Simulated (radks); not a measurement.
The aluminium ion Al2+ inside a hard spherical wall (all orbitals vanish at R), configuration held at [Ne] 3s1 and not refilled when levels cross. All-electron calculation, non-relativistic Kohn-Sham, LDA (Slater exchange, VWN5 correlation), spin-unpolarised, spherical densities, point nucleus. Program: a radial shooting solver on a logarithmic mesh with Libxc functionals. Eigenvalues in eV, with the zero of energy where the potential of the charges vanishes at infinity; a dash marks a level that is unbound or too diffuse for the functional's potential to be trusted. A positive occupied level is held by the wall or, in an anion where self-interaction has pushed it up, behind a barrier. The pressure on the wall is -dE/dV.

| R (bohr) | E (hartree) | kinetic (hartree) | e(1s) | e(2s) | e(2p) | e(3s) | e(3p, empty) | e(3d, empty) | pressure (GPa) |
|---|---|---|---|---|---|---|---|---|---|
| free | -240.39000 | 239.778 | -1522.0 | -127.70 | -90.410 | -23.885 | -17.391 | -9.647 | 0 |
| 20 | -240.39000 | 239.778 | -1522.0 | -127.70 | -90.410 | -23.885 | -17.391 | -9.647 | < 0.0001 |
| 12 | -240.39000 | 239.778 | -1522.0 | -127.70 | -90.410 | -23.885 | -17.391 | -9.646 | < 0.0001 |
| 10 | -240.39000 | 239.778 | -1522.0 | -127.70 | -90.410 | -23.885 | -17.390 | -9.638 | < 0.0001 |
| 8 | -240.38999 | 239.778 | -1522.0 | -127.70 | -90.409 | -23.884 | -17.386 | -9.562 | 0.00122 |
| 5 | -240.38221 | 239.843 | -1521.7 | -127.42 | -90.127 | -23.536 | -16.678 | -7.659 | 1.38 |
| 4 | -240.34184 | 240.067 | -1520.8 | -126.63 | -89.335 | -22.071 | -14.416 | -4.184 | 12.4 |
| 2.5 | -239.72098 | 242.207 | -1515.1 | -122.07 | -84.706 | -3.389 | 7.463 | 17.409 | 466 |
| 2 | -238.58527 | 245.713 | -1507.5 | -116.96 | -79.252 | 26.785 | 38.041 | 40.990 | 2270 |
| 1.5 | -234.37271 | 258.262 | -1482.9 | -100.78 | -61.651 | 119.49 | 123.33 | 98.210 | 17000 |
